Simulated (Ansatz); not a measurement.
```yaml
crystal:
  periodic: [false, false, false]
  atoms:
    - {symbol: F, position_ang: [-0.203275, -0.070174, 1.372800]}
    - {symbol: C, position_ang: [0.048100, -0.135595, 0.066373]}
    - {symbol: F, position_ang: [-0.512854, -1.254768, -0.388633]}
    - {symbol: F, position_ang: [1.369485, -0.242053, -0.094045]}
    - {symbol: Te, position_ang: [-0.651556, 1.628890, -0.997895]}
basis:
  gaussian: {orbitals: def2-SVP, fitting: {mean_field: cc-pVTZ-jkfit}}
magnetization: {spin_polarized: true, initial_magnetization: 1}
hamiltonian: {xc: {name: wPBEh}}
accuracy: high
```

```sh
$ ansatz run in.yaml --threads 4 --pin off --events-out ev --progress --plain --max-ram 10444MiB
```

(1) How does Ansatz answer? (Best estimate.)

## Answers

(1) The calculation gave: The program refused the input.
```
Functional definition: wPBEh
Error: <dir> the basis set cc-pVTZ-JKFIT has no functions for Te
```
